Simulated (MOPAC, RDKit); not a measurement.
Molecule: C2H8O2Si, net charge 0, singlet state. SMILES: O[Si](C)(C)O

Atoms: C1, Si2, C3, O4, O5, H6, H7, H8, H9, H10, H11, H12, H13. Bonds: C1-Si2, C1-H6, C1-H7, C1-H8, Si2-C3, Si2-O4, Si2-O5, C3-H9, C3-H10, C3-H11, O4-H12, O5-H13.

Bond lengths (Å) and angles (degrees) optimised at UFF with RDKit; PM3 with MOPAC; PM7 with MOPAC, each started from the B3LYP-D3(BJ)/def2-TZVP structure (Ansatz) of the last column. A row stands for all coordinates that are equal there; 11 of 28 kinds are shown. At PM7 the structure is a saddle point. No wavenumbers were computed at UFF, so these may be saddle points.

| coordinate | UFF | PM3 | PM7 | B3LYP-D3(BJ)/def2-TZVP |
|---|---|---|---|---|
| C1-Si2 | 1.868 | 1.889 | 1.875 | 1.870 |
| C1-H6 | 1.109 | 1.094 | 1.105 | 1.093 |
| C1-H8 | 1.109 | 1.094 | 1.105 | 1.092 |
| Si2-C3 | 1.867 | 1.889 | 1.860 | 1.858 |
| Si2-O4 | 1.717 | 1.697 | 1.596 | 1.659 |
| Si2-O5 | 1.716 | 1.697 | 1.596 | 1.649 |
| C3-H11 | 1.109 | 1.094 | 1.110 | 1.091 |
| O4-H12 | 0.990 | 0.944 | 0.953 | 0.959 |
| C1-Si2-C3 | 109.4 | 112.3 | 112.6 | 111.7 |
| C1-Si2-O4 | 109.6 | 112.7 | 110.3 | 109.1 |
| C1-Si2-O5 | 109.5 | 106.2 | 110.3 | 111.8 |

Mean signed difference of all 12 bond lengths from B3LYP-D3(BJ)/def2-TZVP: UFF 0.025 Å, PM3 0.010 Å, PM7 -0.003 Å.
